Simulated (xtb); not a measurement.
Harmonic IR lines of one isomer of C7H12BN, unscaled. These are GFN2-xTB (xtb) values and carry that method's errors.

```tsv
wavenumber (cm⁻¹)	relative intensity
754	13
826	26
870	34
928	4.3
960	8.7
972	14
1047	5.3
1212	29
1253	7.3
1351	6.8
2407	100
2652	44
2689	55
2841	13
2907	7.2
2960	4.7
2974	62
2980	36
2991	54
```

Question: Name which structure gives these lines.
(A) `B[C@@H]1CCCC[C@@H]1C#N`
(B) `BC1(C#N)CCCCC1`
(C) `B[C@H]1CC[C@H](C#N)CC1`
(D) `B[C@H]1CC[C@@H](C#N)CC1`

Answer: C, `B[C@H]1CC[C@H](C#N)CC1`
